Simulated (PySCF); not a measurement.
# Computed records: CH$_{4}$ClGe, CH$_{3}$BGe, CH$_{7}$B$_{2}$Ge, B$_{2}$GeH$_{6}$N

Calculation on a computer-drawn molecule: the log of a Hartree-Fock and frozen-core CCSD(T) single point meant for a local Hartree-Fock minimum, with one planted fault or none, to be diagnosed. Offsets are logged minus clean, where the clean run is the same molecule without the fault. The reference is restricted for singlets and unrestricted otherwise, and also for a bond in bohr or an excited solution. Adding or removing an electron swaps singlet and doublet. The excited solution moves the top pair (singlet) or top alpha electron (doublet) to the lowest empty orbital. Highest occupied and lowest empty are orbital energies over both spins, largest force is the largest gradient component, triples share is (T) over the correlation energy, the T1 limit is 0.02 restricted and 0.045 unrestricted, electrons count all cores, a negative frequency is imaginary (commonest isotopes), and the dipole is about the centre of nuclear charge; on germanium a core potential holds 10 electrons, which the energies leave out, and 3d is frozen in MP2 and coupled-cluster steps. Program: PySCF 2.14.0.

Common to all runs: logged SCF converged yes; logged CC converged yes; logged SCF stable within its kind yes; possible faults no fault, one electron removed, one electron added, multiplicity raised by two, geometry at a saddle point, SCF held on an excited solution, minimal basis STO-3G, one bond length entered in bohr, all coordinates scaled.

(1) 
```xyz
7
formula=CH4ClGe meant_charge=-1 meant_multiplicity=1 meant_basis=aug-cc-pV(D+d)Z meant_basis_and_core_potential_on_germanium=aug-cc-pVDZ-PP_ECP10MDF logged_electrons=59 logged_basis_functions=123 logged_spin_squared=0.7619 logged_highest_occupied=-10.595 logged_lowest_empty=-1.0459 logged_largest_force=0.058796 logged_T1_diagnostic=0.016663 logged_D1_diagnostic=0.070803 logged_triples_share=0.033054 logged_dipole_magnitude=4.5497 logged_energy_HF=-793.07559 logged_energy_CCSD(T)=-793.52473 planted_fault=one_electron_removed HF_energy_offset_from_clean_run=45.1 CCSD(T)_energy_offset_from_clean_run=61.99
C     -0.3913     1.1357     1.2593
Ge     0.1138     1.3624    -0.7044
Cl     1.5813    -0.5877    -0.7752
H     -0.8932     2.0531     1.5955
H     -1.0937     0.3057     1.3773
H      0.4734     0.9567     1.9016
H      1.3201     2.3860    -0.4330
```

Units: logged_highest_occupied, logged_lowest_empty in eV; logged_largest_force in hartree/bohr; logged_dipole_magnitude in debye; logged_energy_HF, logged_energy_CCSD(T) in hartree; HF_energy_offset_from_clean_run, CCSD(T)_energy_offset_from_clean_run in kcal/mol.

Drawn bonds:
```csv
atom,other atom,order
1,2,1
2,3,1
1,4,1
1,5,1
1,6,1
2,7,1
```

(2) 
```xyz
6
formula=CH3BGe meant_charge=0 meant_multiplicity=1 meant_basis=cc-pVDZ meant_basis_and_core_potential_on_germanium=cc-pVDZ-PP_ECP10MDF logged_electrons=46 logged_basis_functions=66 logged_spin_squared=1.1166 logged_highest_occupied=-8.6878 logged_lowest_empty=0.20639 logged_largest_force=0.027948 logged_T1_diagnostic=0.081242 logged_D1_diagnostic=0.23978 logged_triples_share=0.04987 logged_dipole_magnitude=0.6103 logged_energy_HF=-357.46038 logged_energy_CCSD(T)=-357.78697 planted_fault=one_bond_length_entered_in_bohr,row_3_of_the_drawn_bonds HF_energy_offset_from_clean_run=79.55 CCSD(T)_energy_offset_from_clean_run=87.07
C     -1.4969    -0.0074    -1.4713
B     -0.4842     0.6993    -0.8182
Ge     0.9962     1.6588     0.2352
H     -2.2045     0.5367    -3.3183
H     -1.9605    -0.8843    -1.0290
H      1.1580     2.7180    -0.9286
```

Units: logged_highest_occupied, logged_lowest_empty in eV; logged_largest_force in hartree/bohr; logged_dipole_magnitude in debye; logged_energy_HF, logged_energy_CCSD(T) in hartree; HF_energy_offset_from_clean_run, CCSD(T)_energy_offset_from_clean_run in kcal/mol.

Drawn bonds:
```csv
atom,other atom,order
1,2,2
2,3,1
1,4,1
1,5,1
3,6,1
```

Notes: T1 above single-reference limit.

(3) 
```xyz
11
formula=CH7B2Ge meant_charge=0 meant_multiplicity=2 meant_basis=cc-pVDZ meant_basis_and_core_potential_on_germanium=cc-pVDZ-PP_ECP10MDF logged_electrons=55 logged_basis_functions=100 logged_spin_squared=1.5766 logged_highest_occupied=-8.8187 logged_lowest_empty=0.12697 logged_largest_force=0.0091472 logged_T1_diagnostic=0.039191 logged_D1_diagnostic=0.1992 logged_triples_share=0.033153 logged_dipole_magnitude=0.63384 logged_energy_HF=-384.52636 logged_energy_CCSD(T)=-384.96896 planted_fault=one_bond_length_entered_in_bohr,row_8_of_the_drawn_bonds HF_energy_offset_from_clean_run=58.94 CCSD(T)_energy_offset_from_clean_run=66.52
B      0.7978    -1.3506    -1.0527
C      1.1131     0.1563    -1.2698
B      0.1751     1.2978    -0.8287
Ge    -0.3856     2.8669    -2.1023
H      1.3222    -2.1912    -1.7306
H      0.0150    -1.6855    -0.2058
H      2.0029     0.4093    -1.8463
H     -0.3017     1.2807     0.2744
H      0.0463     5.4354    -0.8165
H     -1.8837     2.7616    -2.4286
H      0.3846     2.8706    -3.4318
```

Units: logged_highest_occupied, logged_lowest_empty in eV; logged_largest_force in hartree/bohr; logged_dipole_magnitude in debye; logged_energy_HF, logged_energy_CCSD(T) in hartree; HF_energy_offset_from_clean_run, CCSD(T)_energy_offset_from_clean_run in kcal/mol.

Drawn bonds:
```csv
atom,other atom,order
1,2,1
2,3,1
3,4,1
1,5,1
1,6,1
2,7,1
3,8,1
4,9,1
4,10,1
4,11,1
```

(4) 
```xyz
10
formula=B2GeH6N meant_charge=0 meant_multiplicity=2 meant_basis=cc-pVDZ meant_basis_and_core_potential_on_germanium=cc-pVDZ-PP_ECP10MDF logged_electrons=55 logged_basis_functions=95 logged_spin_squared=0.7608 logged_highest_occupied=-7.665 logged_lowest_empty=0.60626 logged_largest_force=2.656e-05 logged_lowest_frequency=68.501 logged_T1_diagnostic=0.017907 logged_D1_diagnostic=0.071246 logged_triples_share=0.028685 logged_dipole_magnitude=2.8393 logged_energy_HF=-400.68782 logged_energy_CCSD(T)=-401.17519 planted_fault=no_fault HF_energy_offset_from_clean_run=0 CCSD(T)_energy_offset_from_clean_run=0
B     -1.2008    -1.1850    -3.0223
Ge    -1.7538    -1.1001    -1.0852
B     -0.7088    -0.2177     0.4716
N     -1.2023    -0.2232     1.7679
H     -0.1650    -0.6880    -3.3648
H     -1.8945    -1.7257    -3.8360
H     -3.0912    -1.7531    -0.6902
H      0.3468     0.3117     0.2554
H     -2.0702    -0.6412     2.0323
H     -0.7127     0.1970     2.5315
```

Units: logged_highest_occupied, logged_lowest_empty in eV; logged_largest_force in hartree/bohr; logged_lowest_frequency in cm⁻¹; logged_dipole_magnitude in debye; logged_energy_HF, logged_energy_CCSD(T) in hartree; HF_energy_offset_from_clean_run, CCSD(T)_energy_offset_from_clean_run in kcal/mol.

Drawn bonds:
```csv
atom,other atom,order
1,2,1
2,3,1
3,4,1
1,5,1
1,6,1
2,7,1
3,8,1
4,9,1
4,10,1
```
